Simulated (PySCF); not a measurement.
Frontier levels across methods

C₂H₄ClN₃Si.
Cartesian coordinates in Å at the PBE0-D3(BJ)/def2-SVP level; atoms count from 1:
```xyz
11
C2H4ClN3Si angstrom
Si    -1.8651    0.4304   -0.2612
C     -0.0352    0.0315   -0.0832
N      0.8815    0.1966   -1.0286
C      2.0171   -0.2109   -0.4316
Cl     3.5284   -0.2042   -1.2166
N      1.8869   -0.6195    0.8178
N      0.5804   -0.4593    1.0184
H     -2.4315   -0.3273   -1.4097
H     -2.5274    0.0092    1.0107
H     -2.0424    1.8950   -0.4607
H      0.1746   -0.7017    1.9153
```

Basis pcSseg-1 throughout (PySCF), one geometry. Geometry: PBE0-D3(BJ)/def2-SVP; no solvent, vibrations or thermal averaging.

How do the orbital energies, the gap and the dipole change with the method?

```json
{"method": "B97-D", "kind": "GGA", "HOMO (eV)": "-6.51", "LUMO (eV)": "-1.68", "gap (eV)": "4.83", "μ (D)": "3.84", "SCF cycles": "16"}
{"method": "OPBE", "kind": "GGA", "HOMO (eV)": "-6.54", "LUMO (eV)": "-1.67", "gap (eV)": "4.87", "μ (D)": "3.82", "SCF cycles": "16"}
{"method": "KT3", "kind": "GGA", "HOMO (eV)": "-6.55", "LUMO (eV)": "-1.69", "gap (eV)": "4.86", "μ (D)": "3.76", "SCF cycles": "16"}
{"method": "KT2", "kind": "GGA", "HOMO (eV)": "-6.56", "LUMO (eV)": "-1.72", "gap (eV)": "4.84", "μ (D)": "3.81", "SCF cycles": "16"}
{"method": "PBE0", "kind": "global hybrid", "HOMO (eV)": "-7.72", "LUMO (eV)": "-0.85", "gap (eV)": "6.87", "μ (D)": "4.06", "SCF cycles": "14"}
{"method": "mPW1PW91", "kind": "global hybrid", "HOMO (eV)": "-7.75", "LUMO (eV)": "-0.88", "gap (eV)": "6.88", "μ (D)": "4.07", "SCF cycles": "14"}
{"method": "CAM-B3LYP", "kind": "range-separated hybrid", "HOMO (eV)": "-8.98", "LUMO (eV)": "0.31", "gap (eV)": "9.29", "μ (D)": "4.15", "SCF cycles": "14"}
```

The HOMO spans 2.47 eV, from B97-D down to CAM-B3LYP, and the gap runs from 4.83 eV (B97-D) to 9.29 eV (CAM-B3LYP). The dipole ranges from 3.76 D (KT3) to 4.15 D (CAM-B3LYP). This basis has no diffuse functions.
